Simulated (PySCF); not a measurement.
A GIAO shielding run with PySCF 2.14.0 with density-fitted response routines (density fitting, non-relativistic, gas phase) on `CC[SiH2]S[Si](C)(N)N`, C3H14N2SSi2:

```
$ OMP_NUM_THREADS=1 python probes_run.py task.json out

{"job": {"kind": "nmr", "xc": "PBE0", "basis": "pcSseg-1"}, "charge": 0, "multiplicity": 1}
C      2.964866     1.625989     0.506832
C      1.966930     0.476974     0.437609
Si     0.542504     0.684707     1.674300
S     -0.819806    -0.963740     1.604110
Si    -1.494020    -1.047395    -0.469948
C     -2.047217     0.644292    -1.112460
N     -0.115358    -1.572592    -1.365678
N     -2.840675    -2.125616    -0.602039
H      3.408157     1.687818     1.498133
H      3.766770     1.491529    -0.217577
H      2.474863     2.574730     0.299783
H      1.571034     0.398515    -0.577029
H      2.489122    -0.462000     0.634845
H      1.005695     0.642854     3.057029
H     -0.199490     1.917916     1.404595
H     -2.575616     0.537566    -2.052930
H     -1.197436     1.297296    -1.278181
H     -2.712749     1.136132    -0.410894
H      0.479212    -2.269665    -0.946155
H     -0.240964    -1.774995    -2.344318
H     -2.703316    -3.077852    -0.298558
H     -3.732916    -1.803076    -0.261535
```

Hardware: 1 thread of an Intel Xeon, shared host. The job also computes population analyses, field gradients.

Q: How large is the calculation?

A: 90 electrons, 227 basis functions and 1240 auxiliary functions.

Q: How long does it take, and how much memory does it need?

A: 2 min of wall time, with 12 SCF cycles and 4 response iterations; peak memory 0.96 GiB. Times on a shared host scatter by some tens of per cent.
